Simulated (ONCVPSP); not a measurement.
## Cutoff test, W, ONCV

W (Z = 74), optimised norm-conserving Vanderbilt (ONCV), made with ONCVPSP 4.0.1 (PBE, scalar-relativistic). Core [Kr] 4d10 4f14, reference 5s2 5p6 5d4 6s2. Waves: 5s+6s: rc 1.60 bohr, ncon 3, nbas 7, qcut 8.2 1/bohr, 2 projectors; 5p: rc 1.50 bohr, ncon 3, nbas 7, qcut 8.9 1/bohr, 2 projectors, debl 3 Ha; 5d: rc 2.45 bohr, ncon 4, nbas 8, qcut 5.5 1/bohr, 1 projector. Local part: polynomial inside 1.30 bohr (lpopt 4, dvloc0 4 Ha). Core correction: Teter function, fcfact 6, rcfact 1.55.

Question: For each optimised wave give the share of its norm inside rc, the residual kinetic energy above qcut (Ha) and the cutoffs (Ha) for errors of 10, 1, 0.1 and 0.01 mHa per electron.

Answer:

```
         wave  norm inside rc  residual KE  10 mHa  1 mHa  0.1 mHa  0.01 mHa
           5s           0.924      9.8e-07    18.2   23.2     27.1      30.1
           6s           0.050      3.8e-07    14.4   20.8     25.5      29.2
           5p           0.751      1.7e-06    20.0   27.2     32.4      36.3
p projector 2           0.057      1.6e-06    15.7   25.7     31.9      36.4
           5d           0.724      1.4e-05     9.1   11.6     13.6      17.1
```

The occupied waves need 27 Ha and 32 Ha for 1 and 0.1 mHa.
